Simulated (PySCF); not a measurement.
This PySCF input asks for the NMR shieldings of SMILES c1cccc(CC)c1O, C₈H₁₀O; the geometry comes from GFN2-xTB.

```python
import basis_set_exchange as bse
import numpy as np
from pyscf import gto, dft
from pyscf.prop import nmr

atoms = """
C    -2.472821   -0.407219   -0.362381
C    -1.607224    0.181430    0.753024
C    -0.149207    0.019929    0.432932
C     0.584598   -1.050037    0.918524
C     1.920635   -1.217450    0.594938
C     2.544255   -0.300129   -0.229781
C     1.830967    0.776125   -0.726720
C     0.490804    0.939390   -0.404437
O    -0.231591    1.993229   -0.884818
H    -2.280053    0.112249   -1.297590
H    -3.527601   -0.303322   -0.118761
H    -2.248547   -1.463184   -0.499185
H    -1.834008   -0.322535    1.694606
H    -1.836763    1.242945    0.858396
H     0.096290   -1.765113    1.565164
H     2.471063   -2.059682    0.986084
H     3.585851   -0.416950   -0.488708
H     2.314247    1.497621   -1.373557
H     0.339302    2.551955   -1.425193
"""
names = dict.fromkeys(["C", "O", "H"], "pcSseg-1")
basis = {el: gto.basis.parse(bse.get_basis(n, elements=[el], fmt="nwchem")) for el, n in names.items()}
mol = gto.M(atom=atoms, basis=basis, charge=0, verbose=0)
mf = dft.RKS(mol, xc="PBE0")
mf.grids.level = 2
mf.grids.alignment = dft.numint.BLKSIZE   # the property module wants whole blocks of grid points
mf.conv_tol = 1e-9
mf.kernel()

calc = nmr.RKS(mf)   # GIAO
C = mf.mo_coeff
Co = C[:, mf.mo_occ > 0]
resp = mf.gen_response(singlet=True, hermi=2)
def vind(x):   # induced exchange potential for any number of trial vectors
    d = np.einsum("pi,xij,qj->xpq", C, 2 * x.reshape(-1, C.shape[1], Co.shape[1]), Co, optimize=True)
    return np.einsum("xpq,pi,qj->xij", resp(d - d.transpose(0, 2, 1)), C, Co, optimize=True).ravel()
mo1, _ = nmr.rhf.solve_mo1(calc, with_cphf=vind)
sigma = calc.kernel(mo1)
for i, s in enumerate(sigma):   # ppm
    w = np.linalg.eigvalsh((s + s.T) / 2)
    print("%2d %-2s iso %8.1f  s11 %8.1f  s22 %8.1f  s33 %8.1f" % (i, mol.atom_pure_symbol(i), w.mean(), *w))
```

Q: What are the results?

A: 
```
 0 C  iso    168.2  s11    154.0  s22    164.2  s33    186.3
 1 C  iso    157.9  s11    145.1  s22    157.5  s33    171.3
 2 C  iso     50.4  s11    -21.2  s22      4.2  s33    168.3
 3 C  iso     51.1  s11    -52.6  s22     45.3  s33    160.5
 4 C  iso     61.2  s11    -44.7  s22     51.1  s33    177.3
 5 C  iso     54.8  s11    -52.4  s22     42.5  s33    174.2
 6 C  iso     69.0  s11    -16.6  s22     67.5  s33    156.1
 7 C  iso     26.4  s11    -62.0  s22     20.7  s33    120.4
 8 O  iso    214.3  s11    172.4  s22    222.6  s33    248.0
 9 H  iso     30.3  s11     24.8  s22     30.8  s33     35.2
10 H  iso     30.5  s11     26.4  s22     26.8  s33     38.3
11 H  iso     30.8  s11     26.3  s22     29.9  s33     36.1
12 H  iso     29.4  s11     24.6  s22     28.4  s33     35.3
13 H  iso     28.5  s11     24.3  s22     28.3  s33     32.9
14 H  iso     24.3  s11     20.6  s22     23.4  s33     28.8
15 H  iso     24.6  s11     21.2  s22     25.6  s33     27.0
16 H  iso     24.4  s11     21.0  s22     25.4  s33     26.8
17 H  iso     25.0  s11     21.3  s22     25.3  s33     28.4
18 H  iso     27.5  s11     19.5  s22     25.8  s33     37.1
```

These numbers come from an equivalent density-fitted implementation of the same equations, which agrees with the script to about 0.01 ppm for H and up to a few tenths of a ppm for heavy atoms, so last digits may differ.

Q: Turn these shieldings into chemical shifts. References, each an isolated molecule treated in the same way: TMS for 13C (σ = 186.93 ppm) and 1H (σ = 31.72 ppm); 17O (σ = 336.08 ppm) vs H2O.

A: Averaging equivalent atoms: C 7: 160.6; C 2: 136.5; C 3: 135.8; C 5: 132.2; C 4: 125.7; C 6: 117.9; C 1: 29.0; C 0: 18.8; O 8: 121.7; H 14: 7.45; H 16: 7.33; H 15: 7.12; H 17: 6.70; H 18: 4.25; H 12/13: 2.76; H 9/10/11: 1.19 ppm. Experimental scales use liquid or dissolved standards, which lie at an offset from isolated H2O (liquid H2O: subtract about 36 ppm).

Size and cost of the density-fitted run: 203 basis functions, 36 s wall time on 1 thread of an Arm Neoverse V1, shared host.
